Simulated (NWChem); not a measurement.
System: CdHI; SMILES [CdH][I]

NWChem input:

```
start job
memory heap 200 mb stack 900 mb global 1100 mb
geometry units angstroms noautoz
  Cd     0.016935     1.320192     0.000000
  H      0.040676     2.984379     0.000000
  I     -0.007364    -1.282833     0.000000
end
basis spherical
  * library sto-3g
end
dft
  xc xpbe96 cpbe96
  iterations 150
  mulliken
end
task dft energy
```

NWChem printed, in part:

```
             Northwest Computational Chemistry Package (NWChem) 7.3.0
             --------------------------------------------------------

 CS  symmetry detected

                             Geometry "geometry" -> ""
                             -------------------------

 Output coordinates in angstroms (scale by  1.889725989 to convert to a.u.)

  No.       Tag          Charge          X              Y              Z
 ---- ---------------- ---------- -------------- -------------- --------------
    1 Cd                  48.0000    -0.00016076     1.33629411     0.00000000
    2 H                    1.0000     0.00794481     3.00063070     0.00000000
    3 I                   53.0000    -0.00000430    -1.26684430     0.00000000

 Effective nuclear repulsion energy (a.u.)     538.9889138409

      Symmetry information
      --------------------

 Group name             Cs
 Group number              2
 Group order               2
 No. of unique centers     3

  pbe96 is a nonlocal functional; adding pw91lda local functional.

                                 NWChem DFT Module
                                 -----------------

 Summary of "ao basis" -> "ao basis" (spherical)
 ------------------------------------------------------------------------------
       Tag                 Description            Shells   Functions and Types
 ---------------- ------------------------------  ------  ---------------------
 Cd                          sto-3g                 11       27   5s4p2d
 H                           sto-3g                  1        1   1s
 I                           sto-3g                 11       27   5s4p2d

      Symmetry analysis of basis
      --------------------------

        a'         39
        a"         16

            General Information
            -------------------
          SCF calculation type: DFT
          Wavefunction type:  closed shell.
          No. of atoms     :     3
          No. of electrons :   102
           Alpha electrons :    51
            Beta electrons :    51
          Charge           :     0
          Spin multiplicity:     1
          Use of symmetry is: on ; symmetry adaption is: on
          Maximum number of iterations: 150
          AO basis - number of functions:    55
                     number of shells:    23
          Convergence on energy requested:  1.00D-06
          Convergence on density requested:  1.00D-05
          Convergence on gradient requested:  5.00D-04

              XC Information
              --------------
          PerdewBurkeErnzerhof Exchange Functional  1.000
            Perdew 1991 LDA Correlation Functional  1.000 local
           PerdewBurkeErnz. Correlation Functional  1.000 non-local

             Grid Information
             ----------------
          Grid used for XC integration:  medium
          Radial quadrature: Mura-Knowles
          Angular quadrature: Lebedev.
          Tag              B.-S. Rad. Rad. Pts. Rad. Cut. Ang. Pts.
          ---              ---------- --------- --------- ---------
          Cd                  1.55      123           8.0       590
          H                   0.35       45          10.0       434
          I                   1.40      123          11.0       590
          Grid pruning is: on
          Number of quadrature shells:   291
          Spatial weights used:  Erf1

      Superposition of Atomic Density Guess
      -------------------------------------

 Sum of atomic energies:      -12262.68170359

      Non-variational initial energy
      ------------------------------

 Total energy =  -12262.664888
 1-e energy   =  -18020.986188
 2-e energy   =    5219.332386
 HOMO         =      -0.205545
 LUMO         =       0.230935

      Symmetry analysis of molecular orbitals - initial
      -------------------------------------------------

 !! scf_movecs_sym_adapt:    6 vectors were symmetry contaminated

  Symmetry fudging
  Numbering of irreducible representations:

     1 a'          2 a"

  Orbital symmetries:

     1 a'          2 a'          3 a'          4 a'          5 a"
     6 a'          7 a'          8 a'          9 a'         10 a"
    11 a'         12 a'         13 a'         14 a"         15 a'
    16 a'         17 a'         18 a"         19 a"         20 a'
    21 a'         22 a'         23 a"         24 a'         25 a'
    26 a"         27 a"         28 a'         29 a'         30 a'
    31 a'         32 a"         33 a'         34 a'         35 a'
    36 a"         37 a'         38 a"         39 a'         40 a'
    41 a"         42 a'         43 a'         44 a'         45 a"
    46 a'         47 a"         48 a'         49 a'         50 a"
    51 a'         52 a'         53 a"         54 a'         55 a'

     ---------------------------------------------
      Total Density - Mulliken Population Analysis
     ---------------------------------------------

    Atom       Charge   Shell Charges
 -----------   ------   -------------------------------------------------------
    1 Cd  48    47.25   2.00  2.00  6.00  2.00  5.99  2.00  5.83  1.09  0.51 10.00  9.85
    2 H    1     1.16   1.16
    3 I   53    53.59   2.00  2.00  6.00  2.00  6.00  2.00  6.00  1.95  5.64 10.00 10.00

   convergence    iter        energy       DeltaE   RMS-Dens  Diis-err
 ---------------- ----- ----------------- --------- --------- ---------
 d= 0,ls=0.0,diis     1 -12265.7655153729 -1.28D+04  2.73D-02  1.89D-01

 !! scf_movecs_sym_adapt:    2 vectors were symmetry contaminated

  Symmetry fudging
 d= 0,ls=0.0,diis     2 -12265.7909711804 -2.55D-02  1.37D-02  5.74D-02
 d= 0,ls=0.0,diis     3 -12265.8093494773 -1.84D-02  4.97D-03  1.03D-02

 !! scf_movecs_sym_adapt:    2 vectors were symmetry contaminated

  Symmetry fudging
 d= 0,ls=0.0,diis     4 -12265.8131412857 -3.79D-03  9.55D-04  5.90D-04
 d= 0,ls=0.0,diis     5 -12265.8132828754 -1.42D-04  1.61D-04  2.58D-05
  Resetting Diis
 d= 0,ls=0.0,diis     6 -12265.8132903420 -7.47D-06  1.40D-05  1.86D-07
 d= 0,ls=0.0,diis     7 -12265.8132903976 -5.56D-08  8.53D-07  1.35D-10

         Total DFT energy =   -12265.813290397642
      One electron energy =   -18011.391124464986
           Coulomb energy =     5533.542081218911
    Exchange-Corr. energy =     -326.953160992513
 Nuclear repulsion energy =      538.988913840946

 Numeric. integr. density =      102.000029577490

                  Occupations of the irreducible representations
                  ----------------------------------------------

                     irrep           alpha         beta
                     --------     --------     --------
                     a'               36.0         36.0
                     a"               15.0         15.0

                       DFT Final Molecular Orbital Analysis
                       ------------------------------------

 Vector   49  Occ=2.000000D+00  E=-1.269747D-01  Symmetry=a"
              MO Center= -1.3D-04,  1.3D+00, -3.2D-15, r^2= 4.1D-01
   Bfn.  Coefficient  Atom+Function         Bfn.  Coefficient  Atom+Function
  ----- ------------  ---------------      ----- ------------  ---------------
    26      1.023736  1 Cd d  1              21     -0.293298  1 Cd d  1

 Vector   50  Occ=2.000000D+00  E=-1.102323D-01  Symmetry=a"
              MO Center= -8.9D-05,  9.0D-02, -1.1D-13, r^2= 2.8D+00
   Bfn.  Coefficient  Atom+Function         Bfn.  Coefficient  Atom+Function
  ----- ------------  ---------------      ----- ------------  ---------------
    24      0.727382  1 Cd d -1              45      0.721655  3 I  pz
    41     -0.238083  3 I  pz                19     -0.208174  1 Cd d -1
    17      0.118295  1 Cd pz                37      0.097626  3 I  pz
    13     -0.049050  1 Cd pz                33     -0.038585  3 I  pz

 Vector   51  Occ=2.000000D+00  E=-1.102312D-01  Symmetry=a'
              MO Center= -1.1D-03,  9.0D-02,  1.4D-15, r^2= 2.8D+00
   Bfn.  Coefficient  Atom+Function         Bfn.  Coefficient  Atom+Function
  ----- ------------  ---------------      ----- ------------  ---------------
    23      0.727386  1 Cd d -2              43      0.721631  3 I  px
    39     -0.238075  3 I  px                18     -0.208175  1 Cd d -2
    15      0.118286  1 Cd px                35      0.097623  3 I  px
    11     -0.049045  1 Cd px                31     -0.038583  3 I  px

 Vector   52  Occ=0.000000D+00  E= 1.063316D-01  Symmetry=a'
              MO Center= -3.0D-02,  1.2D+00,  9.1D-17, r^2= 2.5D+00
   Bfn.  Coefficient  Atom+Function         Bfn.  Coefficient  Atom+Function
  ----- ------------  ---------------      ----- ------------  ---------------
    15      1.029248  1 Cd px                11     -0.392144  1 Cd px
    43     -0.263692  3 I  px                 7      0.166762  1 Cd px
    39      0.077274  3 I  px                 3     -0.063444  1 Cd px
    35     -0.031783  3 I  px                14     -0.025874  1 Cd s

 Vector   53  Occ=0.000000D+00  E= 1.063472D-01  Symmetry=a"
              MO Center= -1.5D-04,  1.2D+00,  3.7D-15, r^2= 2.5D+00
   Bfn.  Coefficient  Atom+Function         Bfn.  Coefficient  Atom+Function
  ----- ------------  ---------------      ----- ------------  ---------------
    17      1.029704  1 Cd pz                13     -0.392309  1 Cd pz
    45     -0.263791  3 I  pz                 9      0.166833  1 Cd pz
    41      0.077303  3 I  pz                 5     -0.063471  1 Cd pz
    37     -0.031794  3 I  pz

 Vector   54  Occ=0.000000D+00  E= 1.251742D-01  Symmetry=a'
              MO Center=  3.0D-02,  8.7D-01,  1.1D-15, r^2= 3.3D+00
   Bfn.  Coefficient  Atom+Function         Bfn.  Coefficient  Atom+Function
  ----- ------------  ---------------      ----- ------------  ---------------
    14      0.880707  1 Cd s                 44     -0.702467  3 I  py
    28     -0.535269  2 H  s                 27     -0.385788  1 Cd d  2
    42     -0.334677  3 I  s                 16     -0.320620  1 Cd py
    25     -0.222741  1 Cd d  0              10     -0.190220  1 Cd s
    40      0.187705  3 I  py                12      0.126590  1 Cd py

     ---------------------------------------------
      Total Density - Mulliken Population Analysis
     ---------------------------------------------

    Atom       Charge   Shell Charges
 -----------   ------   -------------------------------------------------------
    1 Cd  48    47.59   2.00  2.00  6.00  2.00  5.99  2.00  5.85  1.27  0.82  9.99  9.68
    2 H    1     1.14   1.14
    3 I   53    53.27   2.00  2.00  6.00  2.00  6.00  2.00  6.00  1.96  5.32 10.00 10.00

     -------------------------------------------
      Total Density - Lowdin Population Analysis
     -------------------------------------------

    Atom       Charge   Shell Charges
 -----------   ------   -------------------------------------------------------
    1 Cd  48    47.70   2.00  2.00  6.00  2.00  5.98  1.99  5.76  1.27  1.04  9.99  9.69
    2 H    1     1.12   1.12
    3 I   53    53.18   2.00  2.00  6.00  2.00  6.00  2.00  5.98  1.91  5.29 10.00 10.00

     Multipole analysis of the density
     ---------------------------------

     L   x y z        total         alpha         beta         nuclear
     -   - - -        -----         -----         ----         -------
     0   0 0 0     -0.000000    -51.000000    -51.000000    102.000000

     1   1 0 0     -0.004060     -0.002030     -0.002030      0.000000
     1   0 1 0      0.896802      0.448401      0.448401     -0.000000
     1   0 0 1     -0.000000     -0.000000     -0.000000      0.000000

     2   2 0 0    -33.884547    -16.942388    -16.942388      0.000230
     2   1 1 0     -0.019334     -0.034337     -0.034337      0.049340
     2   1 0 1     -0.000000     -0.000000     -0.000000      0.000000
     2   0 2 0    -39.544901   -340.768146   -340.768146    641.991391
     2   0 1 1     -0.000000     -0.000000     -0.000000      0.000000
     2   0 0 2    -33.884513    -16.942257    -16.942257      0.000000
```

Level: PBE/STO-3G, non-relativistic. Geometry: optimised at PBE0/def2-SVP (def2 core potentials past Kr).
